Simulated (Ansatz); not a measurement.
`[OH][InH2]` → H• + `[OH][InH]`•  (homolysis of the H–In bond)

Program: Ansatz. Geometries: PBE0-D4/def2-TZVP. ΔE: electronic, gas phase. CCSD(T)/CBS adds triple-zeta CCSD(T) − MP2 to the extrapolated MP2 energy (def2 sets, frozen cores). This one scheme is used for every species, atoms too. Functionals use def2-TZVPP. Open shells (•) are unrestricted, without spin–orbit coupling. Elements past krypton have def2 core potentials. Bonds to In are less sure, by a few kJ/mol each and by 10 to 20 or more in all where they break to atoms, as the def2 sets lack core-valence functions.

`[OH][InH2]`:

```xyz
5

O    -1.035   -0.904    0.253
In    0.336    0.419   -0.324
H    -0.884   -1.249    1.135
H     1.563    0.734    0.831
H     0.020    1.000   -1.896
```

`[OH][InH]`•:

```xyz
4

O    -0.200    0.887   -0.610
In    0.485   -0.615    0.525
H     0.452    1.555   -0.834
H    -0.738   -1.827    0.919
```

```json
{"level": "revPBE-D4", "ΔE (kJ/mol)": "279.3"}
{"level": "ωB97X-V", "ΔE (kJ/mol)": "312.1"}
{"level": "ωB97M-V", "ΔE (kJ/mol)": "308.2"}
{"level": "BHLYP", "ΔE (kJ/mol)": "298.2"}
{"level": "CAM-B3LYP", "ΔE (kJ/mol)": "303.7"}
{"level": "LC-ωPBE", "ΔE (kJ/mol)": "303.0"}
{"level": "MP2/def2-QZVPP", "ΔE (kJ/mol)": "299.8"}
{"level": "CCSD/CBS(def2)", "ΔE (kJ/mol)": "312.2"}
```

Problem. What does CCSD(T)/CBS give? (Best estimate.)

Solution. Computed: +312.6 kJ/mol. The listed levels differ from it by -33.3, -0.5, -4.4, -14.4, -8.9, -9.6, -12.8, -0.4 kJ/mol.

Largest T1 diagnostic among the species: 0.021.

In def2-TZVPP, CCSD(T) changes the Hartree–Fock value by +80.7 kJ/mol (the triples alone add +0.5 kJ/mol) and MP2 by +70.3 kJ/mol; breaking electron pairs costs correlation energy, which Hartree–Fock lacks. From PBE to PBE0 (25 % exact exchange), in def2-TZVPP and without D4, ΔE moves by +6.9 kJ/mol.
